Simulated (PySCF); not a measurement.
Where the electron goes

[CuBr2]- (charge -1 and singlet state).
Z-matrix (Å and degrees, PBE0-D3(BJ)/def2-SVP geometry), rows numbered from 1:
```
Cu
Br  1  2.2773
Br  1  2.2776  2  179.98
```

The calculation used TDDFT CAM-B3LYP/def2-SVPD, vertical, gas phase, core orbitals frozen in the response (PySCF). Relativistic effects, spin–orbit coupling among them, are left out although an element past zinc is present.

Kohn–Sham orbitals with the atoms that hold most of them (Löwdin shares over 4%, at most four atoms; ? is withheld):

```csv
orbital,ε (eV),atoms
LUMO+2,5.26,"Cu1 59%, Br2 21%, Br3 21%"
LUMO+1,4.23,"Cu1 34%, Br3 33%, Br2 33%"
LUMO,3.73,?
HOMO,-3.80,"Cu1 40%, Br3 30%, Br2 30%"
HOMO-1,-3.80,"Cu1 40%, Br3 30%, Br2 30%"
HOMO-2,-4.12,"Cu1 75%, Br2 12%, Br3 12%"
HOMO-3,-4.80,Cu1 100%
```

Problem. Which atoms hold the LUMO, and with what shares?

Solution. Cu1 (bonded to 2 Br) 72%; Br2 (bonded to Cu) 14%; Br3 (bonded to Cu) 14%. By element: copper 72%, bromine 28%.

Within 0.005 eV of a neighbour in this list lie HOMO-1/HOMO (point group found: D∞h).

Problem. The HOMO–LUMO gap is 7.53 eV. Where does the response calculation put the lowest singlet, and from which orbitals?

Solution. S1 is at 4.55 eV (f = 0.0000), 2.98 eV below the gap, made of HOMO-1/HOMO→LUMO (≥77%), HOMO-1/HOMO→LUMO+4 (≥9%). S1/S2 lie within about 0.01 eV of each other. 

For S1 the Löwdin share of copper is 40% in HOMO and 72% in LUMO.

Next come S2 at 4.55 eV (f 0.0000), HOMO-1/HOMO→LUMO (≥77%), HOMO-1/HOMO→LUMO+4 (≥9%); S3 at 5.18 eV (f 0.0000), HOMO-2→LUMO (87%); S4 at 5.18 eV (f 0.0000), HOMO-3→LUMO (72%), HOMO-3→LUMO+4 (17%), HOMO-3→LUMO+9 (10%); S5 at 5.18 eV (f 0.0000), HOMO-4→LUMO (72%), HOMO-4→LUMO+4 (17%), HOMO-4→LUMO+9 (10%).

Orbitals of the list HOMO-3 to LUMO+2 that lie within 0.01 eV of each other are written together with a slash and their weights summed (≥ marks a lower bound); for degenerate orbitals outside that list single weights are arbitrary.
